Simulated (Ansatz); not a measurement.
C6H5F3Ge (`[F][Ge]([F])([F])[c]1ccccc1`), relaxed with RKS PBE-D4/def2-SVP in Ansatz from a rough embedded geometry. The force threshold is 0.03 eV/Å; the program also tests the step.

Charge 0, multiplicity 1.

Start:

```xyz
15

F    -3.077   -0.742   -1.561
Ge   -1.880   -1.529   -0.582
F    -2.662   -2.018    0.878
F    -1.239   -2.997   -1.379
C    -0.426   -0.358   -0.176
C     0.871   -0.858    0.087
C     1.913   -0.017    0.440
C     1.707    1.349    0.529
C     0.414    1.922    0.305
C    -0.651    1.048   -0.042
H     1.031   -1.906    0.037
H     2.903   -0.402    0.635
H     2.515    2.076    0.723
H     0.233    2.993    0.342
H    -1.651    1.441   -0.236
```

Task: How much energy does the relaxation release, and in how many steps? (An estimate is asked.)

Result: The calculation gave: 20.79 kJ/mol, in 4 steps.

Task: Which bonds change most? (An estimate is asked.)

Result: The calculation gave: Ge2–F4 from 1.789 to 1.740 Å; C6–H11 from 1.062 to 1.101 Å; C8–C9 from 1.431 to 1.404 Å; C5–C10 from 1.430 to 1.409 Å.

Task: Give the relaxed structure. (Estimate.)

Result: The calculation gave: 
```xyz
15

F    -3.041   -0.759   -1.566
Ge   -1.861   -1.524   -0.541
F    -2.777   -2.119    0.813
F    -1.293   -2.956   -1.352
C    -0.415   -0.337   -0.108
C     0.874   -0.861    0.113
C     1.930    0.010    0.423
C     1.699    1.392    0.507
C     0.415    1.913    0.273
C    -0.647    1.051   -0.038
H     1.056   -1.944    0.034
H     2.939   -0.394    0.595
H     2.529    2.072    0.752
H     0.240    2.998    0.329
H    -1.650    1.458   -0.234
```
